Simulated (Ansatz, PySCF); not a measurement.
In(Br)2(NH2) (Br2H2InN), SMILES [NH2][In]([Br])[Br]. Atoms are numbered in the order given.

```xyz
6

In     0.0174     0.5423     0.0000
Br    -0.0138    -0.7329     2.1151
Br    -0.0138    -0.7329    -2.1151
N     -0.1279     2.5514     0.0000
H      0.2180     3.0234    -0.8317
H      0.2180     3.0234     0.8317
```

Geometry optimised at PBE0-D3(BJ)/def2-SVP. The structure was generated by enumeration; whether it is a known compound was not checked. The def2 effective core potentials stand for the cores of In; spin–orbit coupling is left out. The values are those of a single conformer.

Two levels are set side by side: PBE-D3(BJ)/def2-SVP (Ansatz, a first-principles code) and PBE0-D3(BJ)/def2-SVP (Ansatz). Each level has its own optimised geometry; the coordinates shown are those of the second. Frequencies come from the Hessian of PySCF at each geometry. Differences are taken from unrounded values.

| quantity | PBE0-D3(BJ) | PBE-D3(BJ) | PBE-D3(BJ) minus PBE0-D3(BJ) |
|---|---|---|---|
| mean bond length (Å) | 1.798 | 1.820 | 0.023 |
| bond In1–Br2 (Å) | 2.470 | 2.496 | 0.026 |
| bond In1–Br3 (Å) | 2.470 | 2.496 | 0.026 |
| bond In1–N4 (Å) | 2.014 | 2.052 | 0.037 |
| bond N4–H5 (Å) | 1.017 | 1.029 | 0.012 |
| bond N4–H6 (Å) | 1.017 | 1.029 | 0.012 |
| highest harmonic wavenumber (cm⁻¹) | 3685 | 3523 | -163 |
| mean harmonic wavenumber (cm⁻¹) | 971 | 938 | -32 |
| zero-point energy (kcal/mol) | 16.65 | 16.10 | -0.55 |

GGA bonds tend to be longer and softer than those of functionals with exact exchange. Differences between two approximate levels are no errors against the true value.
